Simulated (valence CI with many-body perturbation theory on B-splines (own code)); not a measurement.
Values are calculated unless marked as measured or tabulated.
# Ladder of approximations for I XLIX

Method: configuration interaction combined with many-body perturbation theory (CI+MBPT): three valence electrons over a frozen Dirac-Fock core [He], radial functions for each j: 11 s, 11 p, 9 d, 7 f, 5 g, 2 h, 1 i, with the one-electron correlation potential Σ1, the two-electron term Σ2, the three-electron term Σ3, Breit, model QED; selected CI, second order for the rest (own B-spline code, finite nucleus).

No measured spectrum was set against this ion. As an estimate, large intervals hold to a few tenths of a per cent, small ones and those within an open d or f shell to about a per cent.

Each rung adds one term. CI alone is the Dirac-Coulomb CI over the frozen core; QED comes last and gives the full result, which names the levels. Energies are above (2s^2 2p1/2) J=1/2 on the same rung, in × 10³ cm⁻¹.

Levels are named by their leading jj configuration (3d3/2^4 stands for four electrons in 3d with j = 3/2), which in mixed levels can hold well under half, so a name can repeat and another be missing. Letters in brackets count levels of one name in rising energy.

```
                     Level  CI alone    + Σ1    + Σ2    + Σ3  + Breit    Full
        (2s 2p1/2^2) J=1/2    1279.0  1276.9  1276.3  1276.2   1326.3  1280.6
        (2s^2 2p3/2) J=3/2    2704.2  2704.9  2704.9  2704.9   2658.4  2662.3
(2s 2p1/2 2p3/2) J=3/2 [a]    3596.2  3594.9  3594.6  3594.7   3597.2  3556.4
    (2s 2p1/2 2p3/2) J=5/2    3877.1  3875.8  3875.2  3875.2   3847.9  3807.1
(2s 2p1/2 2p3/2) J=3/2 [b]    4259.9  4258.6  4257.1  4256.7   4243.6  4202.6
    (2s 2p1/2 2p3/2) J=1/2    4246.8  4245.5  4243.1  4242.8   4248.2  4207.0
     (2p1/2^2 2p3/2) J=3/2    5627.8  5624.5  5621.5  5621.1   5663.3  5577.5
        (2s 2p3/2^2) J=5/2    6461.7  6461.2  6460.8  6460.7   6401.2  6365.2
        (2s 2p3/2^2) J=1/2    7014.4  7013.9  7013.3  7012.8   6982.9  6946.8
        (2s 2p3/2^2) J=3/2    7046.4  7045.9  7043.7  7043.3   6991.7  6955.4
     (2p1/2 2p3/2^2) J=3/2    8080.0  8077.4  8074.4  8074.0   8072.7  7990.6
     (2p1/2 2p3/2^2) J=5/2    8265.1  8262.5  8259.9  8259.5   8229.0  8146.9
     (2p1/2 2p3/2^2) J=1/2    8528.4  8525.9  8523.5  8523.1   8531.4  8449.6
           (2p3/2^3) J=3/2     11042   11040   11037   11037    10989   10912
           (2s^2 3s) J=1/2     40142   40144   40144   40144    40070   40083
        (2s^2 3p1/2) J=1/2     40587   40590   40589   40589    40529   40528
   (2s 2p1/2 3s) J=1/2 [a]     41014   41015   41015   41014    40985   40954
       (2s 2p1/2 3s) J=3/2     41151   41152   41151   41151    41104   41077
   (2s 2p1/2 3s) J=1/2 [b]     41326   41327   41326   41326    41290   41258
(2s 2p1/2 3p1/2) J=1/2 [a]     41391   41391   41391   41391    41375   41330
        (2s^2 3p3/2) J=3/2     41419   41422   41421   41420    41350   41347
    (2s 2p1/2 3p1/2) J=3/2     41555   41556   41555   41554    41518   41477
        (2s^2 3d3/2) J=3/2     41748   41751   41751   41750    41672   41669
(2s 2p1/2 3p1/2) J=1/2 [b]     41769   41770   41768   41768    41748   41703
        (2s^2 3d5/2) J=5/2     41962   41966   41965   41965    41879   41879
(2s 2p1/2 3p3/2) J=3/2 [a]     42256   42257   42257   42256    42227   42184
    (2s 2p1/2 3p3/2) J=1/2     42364   42364   42363   42363    42336   42285
    (2s 2p1/2 3p3/2) J=5/2     42443   42444   42443   42442    42398   42355
(2s 2p1/2 3p3/2) J=3/2 [b]     42464   42465   42464   42464    42422   42379
(2s 2p1/2 3d3/2) J=3/2 [a]     42518   42519   42519   42518    42486   42441
    (2s 2p1/2 3d3/2) J=5/2     42692   42694   42693   42692    42645   42600
```

Task: How does the ionisation energy move along the ladder, and which term matters most?

Result: CI alone 8872.2, + Σ1 8872.6, + Σ2 8872.6, + Σ3 8872.5, + Breit 8861.8, + QED 8861.8 eV. The largest step is Breit, -10.7 eV. NIST lists 8867 ± 4 eV (theoretical).
